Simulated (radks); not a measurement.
Initial-state core-level shifts of the antimony ion Sb+ when its valence configuration changes from [Kr] 4d10 5s2 5p2. Method: Dirac Kohn-Sham, PBE, spin-unpolarised, spherical densities, finite nucleus; open shells are shared between the two j in proportion to 2j + 1; Fermi nuclear charge, rms radius 4.6802 fm; computed with a radial shooting solver on a logarithmic mesh with Libxc functionals. Shifts are changes of the shell-averaged eigenvalues in eV (positive: less bound); the change of the density at the nucleus, which sets a Mossbauer isomer shift, is in e/bohr^3, on a base of 2.089e+05.

valence,2s,2p,3p,4p,density at nucleus
4d10 5p4,-2.878,-2.870,-2.915,-2.880,-102.76
4d9 5s2 5p3,-9.076,-9.050,-8.712,-7.181,+22.24
4d10 5s1 5p3,-1.467,-1.463,-1.485,-1.468,-50.08
4d10 5s1.5 5p2.5,-0.741,-0.739,-0.750,-0.741,-24.70
4d9 5s1.5 5p3.5,-9.773,-9.745,-9.417,-7.871,-5.51
4d8 5s2 5p4,-18.424,-18.370,-17.611,-14.306,+45.66
4d9 5s1 5p4,-10.458,-10.427,-10.111,-8.548,-33.89
